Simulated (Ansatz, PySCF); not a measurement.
Constitutional and geometric isomers with formula H3BSi2. Isolated molecules, 0 K electronic values unless said otherwise. Strings in code marks are SMILES.

Quantity: electronic energy of isomers of H3BSi2 relative to `B1[SiH]=[SiH]1`, in kcal/mol. The restricted reference of `B1=[SiH][SiH2]1` is unstable towards unrestricted orbitals.

Level 1: composite: frozen-core CCSD(T) with HF/cc-pVQZ and the correlation energy extrapolated as X^-3 from cc-pVTZ and cc-pVQZ, plus CCSDT(Q) minus CCSD(T) in cc-pVDZ // PBE0-D3(BJ)/def2-TZVP (Ansatz, a first-principles code)
Level 2: frozen-core CCSDTQ/6-31g // PBE0-D3(BJ)/def2-TZVP (Ansatz)
Level 3: frozen-core CCSDT(Q)/cc-pVDZ // PBE0-D3(BJ)/def2-TZVP (Ansatz)
Level 4: PBE-D3(BJ)/def2-TZVP // PBE0-D3(BJ)/def2-TZVP (PySCF)

```tsv
species	level 2	level 3	level 4
`B1=[SiH][SiH2]1`	27.8	27.0	31.9
```

Task: What does level 1 give for each?

Result: 
- `B1=[SiH][SiH2]1`: 28.8
